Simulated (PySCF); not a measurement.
# Mg²⁺ (magnesium, charge +2): UHF calculation

Configuration: [Ne], closed-shell 1S. All numbers are calculated (PySCF 2.14, no relativity, point nucleus, in aug-cc-pVDZ (5s4p2d, 27 functions)).

* Total energy: -198.824239 hartree
* One-electron energy: -271.0330 hartree
* Hartree (Coulomb) energy: 87.8763 hartree
* Exchange energy: -15.6676 hartree
* Kinetic energy: 198.69808 hartree
* ⟨S²⟩: 0.0000
* ⟨L²⟩: 0.000
* Sum of ⟨r⟩: 5.736 bohr
* Sum of ⟨r²⟩: 4.737 bohr²
* Density at the nucleus (Gaussians lack the cusp): 1060 bohr⁻³
* Langevin diamagnetic susceptibility: -3.75 ×10⁻⁶ cm³/mol
* Time after the integrals: 0.03 s of wall time on 1 thread of Intel(R) Xeon(R) 6975P-C (shared host)

| shell | electrons | mean orbital energy (hartree) | rms radius, mean of both spins (bohr) |
| --- | --- | --- | --- |
| 1s | 2 | -49.78434 | 0.152 |
| 2s | 2 | -4.48903 | 0.755 |
| 2p | 6 | -3.01146 | 0.769 |
